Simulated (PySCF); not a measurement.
**Structure from NMR data**

Molecular formula: C₆H₆O₃S. Simulated spectra:

¹H NMR (500 MHz, computed): δ 8.14 (d, 2H), 7.68 (m, 1H), 7.62 (m, 2H), 4.35 (br s, 1H).

¹³C{¹H} NMR (computed): δ 150.3 (C), 143.3 (CH), 137.8 (CH, 2C), 136.9 (CH, 2C).

- coordinates at the PBE0-D3(BJ)/def2-SVP level
- NMR shieldings at CAM-B3LYP/pcSseg-1/GIAO
- code: PySCF
- single conformer, gas phase, rapidly exchanging positions averaged, no relativistic terms

Referencing at the same level of theory: ¹H (σ = 31.33 ppm), ¹³C (σ = 182.45 ppm) against TMS.

Task: Deduce the structure.

Result: 
Rings plus π bonds: 4. 4 carbon signals for 6 carbons: some carbons are equivalent by symmetry or fast rotation. Carbon types of the structure: 1 × C, 5 × CH, leaving 1 H on heteroatoms. δC 150.3: aromatic carbon bearing sulfur. δC 143.3, 137.8, 136.9: aromatic CH. δH 8.14, 7.68, 7.62: hydrogen on an aromatic CH; it sits in the deshielding region of the aromatic ring current. δH 4.35: hydrogen on an oxygen bonded to S; exchangeable, gas-phase position.

These data were computed for SMILES O=S(=O)(O)c1ccccc1.

This is the structure that produced the data.

OH/NH shifts are gas-phase values; hydrogen bonding in solution moves them, usually downfield. Shifts are as computed, not scaled to solution data. Of 1211 compounds with measured shifts, 218 miss one by over three times the rms of a fit or turn the order of signals round; such compounds aren't used in these exercises. Multiplicities follow the n + 1 count of equivalent neighbours, as no J values were calculated; m marks all less simple cases, F and P coupling included.
